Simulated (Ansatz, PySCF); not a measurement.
Process, species as SMILES: CC[SiH3] [ethylsilane] → [CH2]C + [SiH3] (SiH3) (the C-Si bond at the site shown breaks; other sites are not compared here)
Structures are relaxed separately at B3LYP-D3(BJ)/def2-TZVP in Ansatz (a program for electronic structure).

Quantity: bond dissociation energy (0 K, with B3LYP-D3(BJ) harmonic zero-point energies from PySCF), in eV. Cores are frozen in the correlated levels unless marked. UHF or UKS for open shells. Spin-orbit coupling is left out. Non-relativistic unless marked X2C. CBS(X,Y): correlation extrapolated as X^-3; Hartree-Fock from the larger set. [CCSD(T)-MP2]/basis is that difference in the basis named.

| level | program | bond dissociation energy (eV) |
|---|---|---|
| HF/cc-pV(D+d)Z | Ansatz | 2.41 |
| HF/cc-pV(T+d)Z | Ansatz | 2.42 |
| RI-HF/cc-pV(Q+d)Z | Ansatz | 2.42 |
| PBE-D4/def2-TZVPD | Ansatz + dftd4 | 3.43 |
| B3LYP-D4/def2-TZVPD | Ansatz + dftd4 | 3.38 |
| r2SCAN0-D4/def2-TZVPD | Ansatz + dftd4 | 3.25 |
| CCSD(T)/6-31G* | Ansatz | 3.34 |
| X2C-CCSD(T)/cc-pVTZ-DK | Ansatz | 3.48 |
| CCSD(T) with core electrons (1s frozen past Ne)/cc-pwCVTZ | Ansatz | 3.54 |
| RI-MP2/CBS(aug-cc-pV(T+d)Z,aug-cc-pV(Q+d)Z)+[CCSD(T)-MP2]/aug-cc-pV(T+d)Z | Ansatz | 3.61 |
